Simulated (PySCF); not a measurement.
Compound: C3H5BrGe.
Numbering: `[CH3:1][C:2]#[C:3][GeH2:4][Br:5]` (hydrogens: H6, H7, H8 on C1; H9, H10 on Ge4)

Method: PySCF, PBE0-D3(BJ)/def2-SVP geometry optimisation, gas phase; density fitting, grid level 1; the optimiser is geomeTRIC in internal coordinates, started from a GFN2-xTB structure with every atom displaced at random (about 0.01 Å).

Step 0: E = -129719.5710 eV
```
atom  x, y, z in Å  |  force x, y, z in eV/Å
C1     -1.5009    0.4537    0.2246   -0.587   1.759  -0.059
C2     -0.1183    0.2450    0.0031   -1.304   0.131   0.225
C3      1.0413    0.0545   -0.2038    3.765  -0.558  -0.567
Ge4     2.9506   -0.2381   -0.4032   -1.963   0.173   0.249
Br5     3.8583   -0.1263    1.6579    0.415   0.027   0.848
H6     -1.6713    0.9858    1.1753   -0.059  -0.125   0.021
H7     -1.9104    1.1054   -0.5747   -0.036  -0.195   0.165
H8     -2.0391   -0.4638    0.2245   -0.771  -1.137   0.065
H9      3.2064   -1.6114   -0.9134    0.144  -0.788  -0.363
H10     3.5608    0.8330   -1.2247    0.395   0.713  -0.583
```

Step 1: E = -129719.7421 eV
```
atom  x, y, z in Å  |  force x, y, z in eV/Å
C1     -1.5190    0.4730    0.2153   -0.042  -0.392  -0.066
C2     -0.0966    0.2881   -0.0036    0.115   0.124  -0.027
C3      1.1021    0.1566   -0.1879   -0.132  -0.301   0.047
Ge4     2.9315   -0.2504   -0.3919    0.211   0.233  -0.130
Br5     3.9118   -0.1363    1.7202   -0.077  -0.037  -0.209
H6     -1.7099    0.9566    1.1818    0.000   0.060   0.102
H7     -1.9653    1.0938   -0.5734   -0.021   0.058  -0.061
H8     -2.0400   -0.5062    0.2151    0.100   0.244   0.005
H9      3.1761   -1.6849   -0.9330   -0.109   0.318   0.127
H10     3.5868    0.8474   -1.2771   -0.045  -0.307   0.213
```

**Question.** Estimate the geometry and energy of step 2. (The exact step hangs on the optimiser's Hessian estimate; all steps are aligned on step 1, rigid shifts and turns removed.)

**Answer.** E = -129719.7617 eV, largest force 0.183 eV/Å
```
atom  x, y, z in Å  |  force x, y, z in eV/Å
C1     -1.5187    0.4674    0.2143   -0.024  -0.085  -0.006
C2     -0.0981    0.2766   -0.0050    0.027   0.111  -0.020
C3      1.0988    0.1409   -0.1885   -0.058  -0.173   0.014
Ge4     2.9310   -0.2346   -0.3941    0.042   0.129   0.021
Br5     3.9107   -0.1377    1.7034   -0.007  -0.006  -0.019
H6     -1.7025    0.9568    1.1834    0.005   0.015  -0.010
H7     -1.9618    1.0919   -0.5769    0.010   0.015   0.009
H8     -2.0463   -0.5002    0.2184    0.009   0.036   0.001
H9      3.1574   -1.6543   -0.9223   -0.022  -0.016  -0.014
H10     3.6071    0.8309   -1.2671    0.019  -0.026   0.024
```

The energy changes by -0.0196 eV. The first-order estimate −F·Δx gives -0.0338 eV and the mean of the old and new forces, exact on a quadratic surface, -0.0195 eV. The step makes an angle of 50° with the force vector and moves no atom by more than 0.037 Å.

The cost below is that of the whole optimisation. Time: 99 s; peak memory 0.54 GiB. Hardware: one thread of an Arm Neoverse V1, no GPU, shared host with 32 logical CPUs at a one-minute load of 27.
